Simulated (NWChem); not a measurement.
System: BaH4O2F2; SMILES [OH2]->[Ba](<-[OH2])([F])[F]

NWChem input:

```
start job
memory heap 200 mb stack 900 mb global 1100 mb
geometry units angstroms noautoz
  Ba    -0.884638    -0.004568     0.000000
  F      0.737547     1.690829     0.000000
  F      0.753553    -1.684483     0.000000
  O      0.901647     0.004076    -2.047508
  H      1.244139     0.774078    -1.547025
  H      1.251615    -0.762745    -1.546995
  O      0.901647     0.004076     2.047508
  H      1.251615    -0.762745     1.546995
  H      1.244139     0.774078     1.547025
end
basis spherical
  * library def2-svpd
end
ecp
  Ba library def2-ecp
end
dft
  xc xcamb88 1.00 lyp 0.81 vwn_5 0.19 hfexch 1.00
  cam 0.33 cam_alpha 0.19 cam_beta 0.46
  iterations 150
end
tddft
  cis
  nroots 6
  notriplet
end
task tddft energy
```

NWChem printed, in part:

```
             Northwest Computational Chemistry Package (NWChem) 7.3.0
             --------------------------------------------------------

 C2V symmetry detected

                             Geometry "geometry" -> ""
                             -------------------------

 Output coordinates in angstroms (scale by  1.889725989 to convert to a.u.)

  No.       Tag          Charge          X              Y              Z
 ---- ---------------- ---------- -------------- -------------- --------------
    1 Ba                  56.0000     0.00000000     0.00000000    -0.70696560
    2 F                    9.0000     1.68767493     0.00000000     0.92324074
    3 F                    9.0000    -1.68767493    -0.00000000     0.92324074
    4 O                    8.0000     0.00000000    -2.04750800     1.07934030
    5 H                    1.0000     0.76842059    -1.54701000     1.42557393
    6 H                    1.0000    -0.76842059    -1.54701000     1.42557393
    7 O                    8.0000     0.00000000     2.04750800     1.07934030
    8 H                    1.0000    -0.76842059     1.54701000     1.42557393
    9 H                    1.0000     0.76842059     1.54701000     1.42557393

 Effective nuclear repulsion energy (a.u.)     563.1857275585

      Symmetry information
      --------------------

 Group name             C2v
 Group number             16
 Group order               4
 No. of unique centers     4

                                 NWChem DFT Module
                                 -----------------

 Summary of "ao basis" -> "ao basis" (spherical)
 ------------------------------------------------------------------------------
       Tag                 Description            Shells   Functions and Types
 ---------------- ------------------------------  ------  ---------------------
 Ba                        def2-svpd                10       26   4s4p2d
 F                         def2-svpd                 9       23   4s3p2d
 O                         def2-svpd                 9       23   4s3p2d
 H                         def2-svpd                 4        8   2s2p

      Symmetry analysis of basis
      --------------------------

        a1         52
        a2         24
        b1         37
        b2         37

[...]

                                NWChem TDDFT Module
                                -------------------

            General Information
            -------------------
           No. of orbitals :     300
            Alpha orbitals :     150
             Beta orbitals :     150
        Alpha frozen cores :       0
         Beta frozen cores :       0
     Alpha frozen virtuals :       0
      Beta frozen virtuals :       0
         Spin multiplicity :       1
    Number of AO functions :     150
        Use of symmetry is : off
      Symmetry adaption is : on
         Schwarz screening :  0.10D-07

              XC Information
              --------------
              Hartree-Fock (Exact) Exchange   1.00
            CAM-Becke88 Exchange Functional   1.00
               VWN V Correlation Functional   0.19 local
       Lee-Yang-Parr Correlation Functional   0.81
           Alpha           :  0.19
           Beta            :  0.46
           Gamma           :  0.33

             TDDFT Information
             -----------------
          Calculation type : Tamm-Dancoff TDDFT
         Wavefunction type : Restricted singlets
          No. of electrons :      48
           Alpha electrons :      24
            Beta electrons :      24
              No. of roots :       6
          Max subspacesize :    5200
            Max iterations :     100
               Target root :       1
           Target symmetry : none
      Symmetry restriction : off
                 Algorithm : Optimal
        Davidson threshold :  0.10D-03

    6 smallest eigenvalue differences (eV)
--------------------------------------------------------
  No. Spin  Occ  Vir  Irrep   E(Occ)    E(Vir)   E(Diff)
--------------------------------------------------------
    1    1   24   25 b2       -0.375    -0.035     9.238
    2    1   23   25 a1       -0.379    -0.035     9.364
    3    1   22   25 b1       -0.391    -0.035     9.683
    4    1   21   25 a2       -0.393    -0.035     9.742
    5    1   20   25 a1       -0.395    -0.035     9.787
    6    1   19   25 b1       -0.401    -0.035     9.953
--------------------------------------------------------

  Entering Davidson iterations
  Restricted singlet excited states

  Iter   NTrls   NConv    DeltaV     DeltaE      Time
  ----  ------  ------  ---------  ---------  ---------
    1      6       0     0.43E-01   0.10+100       95.4
    2     12       0     0.46E-01   0.71E-02       94.5
    3     18       0     0.15E-01   0.34E-02       94.4
    4     24       0     0.11E-01   0.80E-03       94.0
    5     30       0     0.35E-02   0.22E-03       94.1
    6     36       0     0.15E-02   0.24E-04       94.0
    7     42       0     0.81E-03   0.47E-05       95.3
    8     48       1     0.66E-03   0.18E-05       96.2
    9     53       4     0.47E-03   0.12E-05       93.7
   10     55       5     0.18E-03   0.27E-06       82.5
   11     56       6     0.92E-04   0.34E-07       79.0
  ----  ------  ------  ---------  ---------  ---------
  Convergence criterion met

  Ground state a1       -377.847532605530 a.u.

[...]
```

Level: CAM-B3LYP/def2-SVPD with def2 effective core potentials on Ba, TDA. All runs use the structure optimised with PBE0/def2-SVP. No frequency run checked for a minimum. def2 effective core potentials on Ba; no spin-orbit coupling.
